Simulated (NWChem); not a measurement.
Molecule: C$_{3}$H$_{4}$BNO; SMILES C1=NC=CB1O

```xyz
10

O     -0.0011    -2.1415     0.0000
B      0.0186    -0.7906     0.0000
C      1.2614     0.1547     0.0000
C      0.7284     1.3874     0.0000
N     -0.7405     1.4699     0.0000
C     -1.2039     0.2696     0.0000
H     -0.8994    -2.5057     0.0000
H      2.3262    -0.0459     0.0000
H      1.2454     2.3432     0.0000
H     -2.2884     0.1346     0.0000
```
Atoms are numbered in this order, from 1.

Computed with NWChem. Medium grid unless said otherwise, to which SCAN and Minnesota functionals are sensitive. Coordinates come from a B3LYP/6-31G* (spherical d) optimisation. B3LYP is NWChem's, with the RPA form of VWN correlation. Total energies of different functionals are on different scales.

| level | energy (Ha) | highest occupied level (eV) | orbital gap (eV) | dipole (D) |
|---|---|---|---|---|
| PBE/def2-SVP | -271.0164 | -5.58 | 2.08 | 2.20 |
| B3LYP/def2-SVP | -271.3506 | -6.86 | 4.14 | 2.12 |
| M06-2X/def2-SVP | -271.2333 | (withheld) | (withheld) | 2.12 |
| Hartree-Fock/def2-SVP | -269.7269 | -9.40 | 10.61 | 2.00 |
| TPSSh/def2-SVP | -271.3634 | -6.35 | 3.33 | 2.17 |
| CAM-B3LYP/def2-SVP | -271.2140 | -8.41 | 7.08 | 2.13 |

Problem. Complete the blanks.

Solution. 
- M06-2X/def2-SVP, highest occupied level (eV): -8.33
- M06-2X/def2-SVP, orbital gap (eV): 6.73
